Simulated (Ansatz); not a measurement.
Ideal-gas functions of `[SiH3]CI` at 600 K and 1 bar, from an Ansatz frequency run at PBE0-D4/def2-TZVP.

Molar mass 172.04 g/mol, point group Cs (symmetry number 1), electronic degeneracy 1, moments of inertia 26.289, 300.878, 318.046 u Å². Harmonic wavenumbers (cm⁻¹, unscaled): 144, 165, 478, 498, 664, 742, 789, 921, 940, 942, 1034, 1101, 1411, 2210, 2244, 2251, 3110, 3179.

Use S(trans) = R[1.5 ln M + 2.5 ln T − 1.1517]; rotational temperatures θ = 24.2544 K / I; S(rot) = R[ln(√π/σ · √(T³/θAθBθC)) + 1.5]; for each mode x = 1.438777 ν̃/T, S = R[x/(eˣ − 1) − ln(1 − e⁻ˣ)] and H = RT x/(eˣ − 1); 1 cm⁻¹ = 0.0119627 kJ/mol; R = 8.31446 J/(mol·K).

Problem. By hand: the entropy, in J/(mol·K).

Solution. Translation 187.6. Rotation: θ = 0.9226, 0.0806, 0.0763 K, giving 118.5. Vibration, mode by mode: 17.20, 16.08, 7.62, 7.32, 5.27, 4.54, 4.15, 3.23, 3.12, 3.11, 2.61, 2.30, 1.27, 0.26, 0.25, 0.24, 0.04, 0.04, in all 78.7. Electronic 0.0. Sum 384.8 J/(mol·K).

Problem. By hand: H − E and G − E in kJ/mol, counted from the electronic energy.

Solution. Zero-point energy ½ × 22823 × 0.0119627 = 136.5; thermal vibration 26.2; translation, rotation and pV give 4 RT = 20.0. H − E = 182.7 kJ/mol, and G − E = 182.7 − 600 × 384.8/1000 = -48.2 kJ/mol.

Vibration gives 20 % of the entropy, 17.2 J/(mol·K) of it from the mode under 150 cm⁻¹: soft modes count most, and the harmonic formula is weakest for them.
